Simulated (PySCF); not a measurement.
**How methods differ on the excitation energy of Ta⁺**

Ta⁺ [Xe] 4f14 5d3 6s1 (5F) → Ta⁺ [Xe] 4f14 5d3 6p1 (high-spin determinant), as a difference of total energies. Computed with PySCF 2.14 in def2-QZVPPD with the def2 core potential (60 electrons), with a scalar-relativistic core potential. Correlated levels: valence: 5s2 5p6 frozen. The calculations carry no spin-orbit coupling.

```csv
method,excitation energy (eV)
UHF,4.844
MP2 (valence),4.927
SCS-MP2 (valence),4.872
CCSD (valence),4.777
CCSD(T) (valence),4.677
```

Question: How much does correlation contribute at CCSD(T) (valence)?

Answer: 4.677 − (4.844) = -0.167 eV, measured against UHF.

The coupled-cluster amplitudes are large for the upper state (T1 above 0.03 or a double amplitude above 0.15), so a single reference is strained.

The determinant of the upper state mixes LS terms, which raises its energy above the lowest term, most at the Hartree-Fock and MP2 levels.
